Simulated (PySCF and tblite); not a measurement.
The numbers below are computed, except where a source is named.
Stationary points of C$_{5}$H$_{8}$O$_{3}$ at GFN2-xTB, in Å:

Structure A

```
 1 C     3.139   -0.004    0.488
 2 O     1.788    0.116    0.899
 3 C     0.865   -0.033   -0.061
 4 O     1.163   -0.261   -1.229
 5 C    -0.488    0.101    0.426
 6 C    -1.542   -0.022   -0.417
 7 C    -2.962    0.106    0.030
 8 O    -1.399   -0.267   -1.713
 9 H     3.377    0.751   -0.265
10 H     3.322   -0.993    0.062
11 H     3.742    0.144    1.381
12 H    -0.623    0.300    1.473
13 H    -3.496   -0.814   -0.197
14 H    -3.444    0.908   -0.526
15 H    -3.020    0.311    1.093
16 H    -0.428   -0.335   -1.906
```

Structure B

```
 1 C     2.866   -0.387   -0.170
 2 O     1.448   -0.335   -0.183
 3 C     0.888    0.744    0.451
 4 O     1.573    1.584    0.981
 5 C    -0.564    0.759    0.414
 6 C    -1.377   -0.147   -0.167
 7 C    -2.866   -0.020   -0.139
 8 O    -0.964   -1.238   -0.820
 9 H     3.280    0.462   -0.718
10 H     3.141   -1.323   -0.651
11 H     3.236   -0.357    0.856
12 H    -0.996    1.607    0.918
13 H    -3.293   -0.896    0.346
14 H    -3.245    0.005   -1.158
15 H    -3.175    0.875    0.389
16 H     0.008   -1.276   -0.810
```

Structure C

```
 1 C     2.981   -0.433    0.342
 2 O     1.578   -0.357    0.564
 3 C     0.912    0.686    0.044
 4 O     1.424    1.541   -0.633
 5 C    -0.530    0.622    0.412
 6 C    -1.448   -0.037   -0.294
 7 C    -2.898   -0.093    0.065
 8 O    -1.175   -0.734   -1.425
 9 H     3.287    0.335   -0.371
10 H     3.205   -1.426   -0.046
11 H     3.493   -0.282    1.293
12 H    -0.804    1.173    1.295
13 H    -3.202   -1.133    0.173
14 H    -3.487    0.342   -0.740
15 H    -3.091    0.442    0.988
16 H    -0.245   -0.646   -1.666
```

Geometries: GFN2-xTB; energies: revPBE/pcSseg-1 + D3(BJ); zero-point and thermal terms from GFN2-xTB harmonic modes (soft modes blended into free rotors).

Which structure is a saddle point, and along which motion?

C: one imaginary mode (98i cm⁻¹ at GFN2-xTB, mostly on O4, O8, O2), along the rotation about the C3–C5 bond (torsion O2–C3–C5–C6 from 180° to 360°, rising).

Give their symmetry and energies above the lowest.

A Cs, 0.0 kcal/mol; B Cs, 4.5 kcal/mol; C C1, 19.5 kcal/mol.
